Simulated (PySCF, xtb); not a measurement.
CHCl2, SMILES Cl[CH]Cl (connectivity only; charge and spin as stated), charge +1, multiplicity 1.

Harmonic wavenumbers (cm⁻¹) from GFN2-xTB in xtb at its own minimum, in rising order: 329, 779, 789, 912, 1168, 2858.

**Question.** What does r2SCAN-D4/def2-TZVP run with PySCF 2.14.0 give at its own minimum? (Estimate from the structure and the level; the computed values follow.)

**Answer.** 362, 858, 895, 1074, 1317, 3137. Paired by order, the mean absolute difference is 135 cm⁻¹ and the zero-point energies are 9.8 and 10.9 kcal/mol.
